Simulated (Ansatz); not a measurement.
The cluster B₇N₆⁺, relaxed as a singlet with RKS PBE-D4/def2-SVP in Ansatz, starting from the GFN2-xTB geometry. Force threshold 0.03 eV/Å.

The structure comes from a short search, and lower isomers may exist.

Start:

```xyz
13

B    -0.5919    2.7966   -0.5109
B     0.3288   -2.6914   -0.2307
B     0.7048    0.7934    2.4293
B    -0.5239   -1.4487   -2.1795
B     0.8989   -1.6334    1.9181
B    -0.9250    1.0075   -2.2777
B    -0.0812    2.7253    0.9831
N    -0.8527    2.1540   -1.5747
N     0.9396   -0.4653    2.5521
N    -0.8560   -0.2341   -2.6069
N    -0.1176   -2.4402   -1.4421
N     0.7272   -2.5540    1.0153
N     0.3492    1.9901    1.9246
```

```csv
step,energy (eV),largest force component (eV/Å),SCF passes
1,-13646.9277,0.966,25
2,-13647.0503,0.612,21
3,-13647.1284,0.518,20
4,-13647.1591,1.801,25
5,-13647.2401,0.284,21
6,-13647.2430,0.053,21
7,-13647.2434,0.014,22
```

Force components are those of the run's own axes.

End:

```xyz
13

B    -0.588    2.678   -0.546
B     0.310   -2.546   -0.220
B     0.730    0.764    2.494
B    -0.531   -1.391   -2.181
B     0.890   -1.572    1.925
B    -0.943    0.978   -2.342
B    -0.052    2.610    1.002
N    -0.896    2.167   -1.677
N     0.996   -0.489    2.720
N    -0.909   -0.246   -2.782
N    -0.133   -2.422   -1.468
N     0.736   -2.533    1.040
N     0.390    2.003    2.038
```

By distances, no bond broke or formed. The bond that changes most is B1–B7, from 1.58 to 1.64 Å (atoms count from 1).

No frequencies were taken in this run, so the end may be a saddle point.

It took 21 s on 6 threads of Intel Xeon on a shared host.
